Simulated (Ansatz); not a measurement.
Ansatz (a program for electronic structure) input (B3LYP/def2-SVP):

Ansatz 0.2 input:
```yaml
crystal:
  periodic: [false, false, false]
  atoms:
    - {symbol: N, position_ang: [0.00000000, 0.00000000, 0.00000000]}
basis:
  gaussian:
    orbitals: def2-SVP
hamiltonian:
  xc: {name: B3LYP}
magnetization: {spin_polarized: true, initial_magnetization: 3}
scf: {lower_state_search: full}
```

From the last part of the output:

```
Functional definition: B3LYP
integrals: 0.00 GiB planned
70 factors; integrals over basis functions are off by at most 1.4e-4 eV
mean field: 0.04 GiB planned
mean field evaluation 1: about -1483.9315 eV, gradient 4.8e0 eV
mean field evaluation 2: about -1483.9313 eV, gradient 4.8e0 eV
mean field evaluation 4: about -1484.0487 eV, gradient 5.9e-2 eV
mean field evaluation 8: about -1484.0486 eV, gradient 1.1e-4 eV
mean field evaluation 16: about -1484.0466 eV, gradient 5.2e-1 eV
mean field evaluation 32: about -1484.0486 eV, gradient 9.0e-5 eV
mean field -1484.04856854 eV, -54.5377789697 hartree, gradient 6.6e-7 eV, S^2 3.752921; 2 other end points of the search recorded, 0 dependent functions left out
reference -1484.04864365 eV, -54.5377817298 hartree; 5, 2 occupied and 9, 12 virtual orbitals, 70 factors
Total energy: -1484.04864365 eV, -54.5377817298 hartree
```
